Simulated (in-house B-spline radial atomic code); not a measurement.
Inner-shell binding energies (edges) and X-ray emission energies of free atoms and ions, as differences of relaxed hole-state energies with first-order Breit, QED and recoil terms, without correlation or multiplet splittings, in NIST's listed ground configurations. For neutral atoms such line energies lie within some 1 to 5 eV of tabulated X-ray lines (up to 20 eV for the heaviest). Removing outer electrons raises all edges nearly alike, so lines move far less than edges. K = 1s, L1 = 2s, L2 = 2p1/2, L3 = 2p3/2, M3 = 3p3/2. A dash marks a subshell that is part filled or wasn't run, or a line left out. Computed with an all-electron radial atomic-structure program (B-spline basis): Dirac-Hartree-Fock, average of the configuration, finite nuclei.

```json
{"ion": "Re", "configuration": "[Xe] 4f14 5d5 6s2", "L1 edge (eV)": "12544.9", "L3 edge (eV)": "10545.5", "K-L2 (eV)": "59713.1", "K-M3 (eV)": "69300"}
{"ion": "Re2+", "configuration": "[Xe] 4f14 5d5", "L1 edge (eV)": "?", "L3 edge (eV)": "?", "K-L2 (eV)": "?", "K-M3 (eV)": "?"}
{"ion": "Re3+", "configuration": "[Xe] 4f14 5d4", "L1 edge (eV)": "12577.4", "L3 edge (eV)": "10578", "K-L2 (eV)": "59713.2", "K-M3 (eV)": "69300.2"}
{"ion": "Re4+", "configuration": "[Xe] 4f14 5d3", "L1 edge (eV)": "12593.3", "L3 edge (eV)": "10594", "K-L2 (eV)": "59713.1", "K-M3 (eV)": "69300.3"}
{"ion": "Re5+", "configuration": "[Xe] 4f14 5d2", "L1 edge (eV)": "12610.5", "L3 edge (eV)": "10611.2", "K-L2 (eV)": "59713", "K-M3 (eV)": "69300.4"}
{"ion": "Re6+", "configuration": "[Xe] 4f14 5d1", "L1 edge (eV)": "?", "L3 edge (eV)": "?", "K-L2 (eV)": "?", "K-M3 (eV)": "?"}
{"ion": "Re7+", "configuration": "[Xe] 4f14", "L1 edge (eV)": "12648.2", "L3 edge (eV)": "10648.9", "K-L2 (eV)": "59712.9", "K-M3 (eV)": "69300.9"}
```

(1) Fill in the row of Re2+.

(2) Fill in the row of Re6+.

Answers

(1) L1 edge (eV): 12562.8; L3 edge (eV): 10563.4; K-L2 (eV): 59713.2; K-M3 (eV): 69300.2.

(2) L1 edge (eV): 12628.8; L3 edge (eV): 10629.5; K-L2 (eV): 59712.9; K-M3 (eV): 69300.6.
